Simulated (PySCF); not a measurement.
**Radial density of V⁺ (vanadium, charge +1)**

UHF, [Ar] 3d3 4s1, 4s spin antiparallel (an excited configuration). Calculation: PySCF 2.14, in aug-cc-pVDZ-DK; scalar relativity by spin-free X2C-1e.

| r (bohr) | 4πr²ρ (e/bohr) | 4πr²(ρα − ρβ) |
| --- | --- | --- |
| 0.00118 | 0.1899 | -0.0001 |
| 0.00199 | 0.4838 | -0.0002 |
| 0.00335 | 1.207 | -0.0005 |
| 0.00563 | 2.905 | -0.0011 |
| 0.00947 | 6.571 | -0.0024 |
| 0.0159 | 13.32 | -0.0048 |
| 0.0268 | 22.33 | -0.0074 |
| 0.0450 | 27.48 | -0.0062 |
| 0.0758 | 23.01 | 0.0016 |
| 0.127 | 22.08 | 0.0101 |
| 0.214 | 29.81 | 0.0992 |
| 0.361 | 16.72 | 0.6243 |
| 0.607 | 9.629 | 1.6828 |
| 1.02 | 10.37 | 2.1370 |
| 1.72 | 2.657 | 0.9040 |
| 2.89 | 0.5685 | -0.2153 |
| 4.85 | 0.1150 | -0.1087 |
| 8.17 | 0.001437 | -0.0014 |
| 13.7 | 1.274e-05 | 0.0000 |

Densities and radii are taken from the X2C orbitals without a picture-change correction, which distorts them close to the nucleus.

With the s spin flipped the determinant is a mixture of two multiplicities, not a spectroscopic state.
